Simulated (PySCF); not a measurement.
**Stationary points of InBr₂**

Level of theory: PySCF, PBE0, basis In def2-TZVP with ECP28, Br def2-TZVP (scalar-relativistic core potentials, no spin–orbit coupling, density fitting).

Relaxations began from a few typed shapes; open shells are unrestricted. The search is not exhaustive: other isomers or separated fragments can lie lower, and high-lying points may rest on an excited occupation.

Order these stationary points by electronic energy, lowest first, in kJ/mol from the lowest minimum.
A. doublet D∞h: In–Br 2.584 Å (×2); Br–In–Br 180.0°
B. doublet C2v: In–Br 2.505 Å (×2); Br–In–Br 121.4°

B (0.0), A (31.1).

Which of them are minima?

By energy in kJ/mol, 0.0: minimum; 31.1: saddle point, 2 imaginary modes.

For the lowest minimum: with an element this heavy the missing spin–orbit coupling can shift these numbers.
